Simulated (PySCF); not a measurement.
# Calculated NMR data

How the numbers were obtained: B3LYP/pcJ-1 coupling constants (spin–dipole term left out of most H,H and C,H couplings), shieldings: GIAO PBE0/pcSseg-1, PBE0-D3(BJ)/def2-SVP geometry, in PySCF (no relativistic terms, one conformer, in vacuum, one averaged value for each set of equivalent atoms).

Shifts are taken against calculated references (same method and geometry level): TMS for ¹H, ¹³C. Multiplet labels drop J under 1 Hz and among equivalent protons, and merge close values. Unscaled 3J(H,H) run several per cent high. One-bond C–F couplings are unscaled and too large by tens of Hz. Shifts are as computed. Against solution values, carbons near 30 ppm lie about +2 ppm off and those near 130 ppm about +5 ppm. Of 1211 compounds with measured shifts, 218 miss one by over three times the rms of a fit or turn the order of signals round; such compounds aren't used in these exercises.

Compound 1 (C₆H₉F). ¹H NMR (500 MHz, computed): δ 3.86 (m, 1H), 2.51 (m, 1H), 2.16 (m, 1H), 2.09 (m, 1H), 2.03 (m, 1H), 1.94 (m, 1H), 1.86 (m, 1H), 0.69 (m, 1H), 0.60 (m, 1H). ¹³C{¹H} NMR (computed): δ 76.3 (d, J = 289.5 Hz), 29.4, 25.3 (d, J = 7.2 Hz), 21.7 (d, J = 7.7 Hz), 20.0 (d, J = 8.7 Hz), 16.2. Structure: SMILES F[C@H]1CC12CCC2.

Compound 2 (C₅H₇N). ¹H NMR (500 MHz, computed): δ 5.79 (dqt, J = 15.7, 7.7, 1.8 Hz, 1H), 5.53 (dtq, J = 15.7, 8.4, 2.4 Hz, 1H), 2.75 (d of quint, J = 8.4, 1.6 Hz, 2H), 1.85 (ddt, J = 7.7, 2.4, 1.6 Hz, 3H). ¹³C{¹H} NMR (computed): δ 141.1 (CH), 128.3 (CH), 121.9 (C), 23.4 (CH2), 21.1 (CH3). Structure: `C(/C)=C\CC#N`.
